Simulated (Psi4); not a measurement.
H$_{3}$S (SMILES [SH3+]), charge +1, singlet, at a GFN2-xTB geometry. Base run: TPSS/def2-SV(P) run with Psi4.

Input for Psi4:
```
memory 2 GB

molecule {
1 1
S     0.10558214   -0.00190789    0.04613646
H    -0.31822157    0.99705449   -0.76565970
H    -0.35082551   -0.98045104   -0.77282250
H    -1.02026722    0.01392277    0.80029891
}

set {
  basis def2-sv(p)
}

energy('tpss')
print_variables()
```

Each row names what was changed in the base input (with any setting that the change needs).

| change | ΔE vs base (mEh) | SCF cycles | grid points | basis functions | outcome |
|---|---|---|---|---|---|
| base | 0.000 | 6 | 86807 | 24 | converged |
| scf_type = out_of_core | 0.052 | 6 | 86807 | 24 | converged |
| damping_percentage = 50 | 0.186 | 27 | 86807 | 24 | converged |
| scf_type = dfdirj+cosx | 0.000 | 7 | 86807 | 24 | converged |
| dft_spherical_points = 434 | 0.000 | 6 | 124716 | 24 | converged |
| diis_max_vecs = 3 | 0.000 | 6 | 86807 | 24 | converged |
| basis_guess = true | 0.000 | 6 | 86807 | 24 | converged |
| e_convergence = 1e-10 | 0.000 | 7 | 86807 | 24 | converged |
| dft_radial_scheme = mura | 0.002 | 6 | 87902 | 24 | converged |
| ints_tolerance = 1e-8 | 0.000 | 6 | 86807 | 24 | converged |
| dft_radial_scheme = becke | 0.007 | 6 | 76851 | 24 | converged |
| soscf = true | - | - | - | 24 | stopped with an error |
| scf_type = mem_df | 0.000 | 6 | 86807 | 24 | converged |

- soscf = true: ended with `Fatal Error: Vx: RKS does not support rotated V builds for MGGA's`
